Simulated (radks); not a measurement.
Task: These are the eigenvalues of the occupied orbitals of an atom or ion with whole-number occupations (eV). Method: scalar-relativistic Kohn-Sham, PBE, spin-unpolarised, spherical densities, point nucleus; computed with a radial shooting solver on a logarithmic mesh with Libxc functionals.

orbital  eigenvalue
1s        -31122.46
2s        -7083.111
2p        -6736.533

Which element is it, and in what charge state? The configuration may be excited.

Result: Z = 49, indium, charge +42: In42+ in [He] 2s2 2p3. The list shows which subshells hold electrons but not how many an open one holds; the 1s level, -1143.7 hartree, gives Z - s = 47.8 by -(Z - s)^2/2, which with screening and relativity narrows Z to a few neighbours, and the depths of the outer levels then fix element, charge and occupations together.
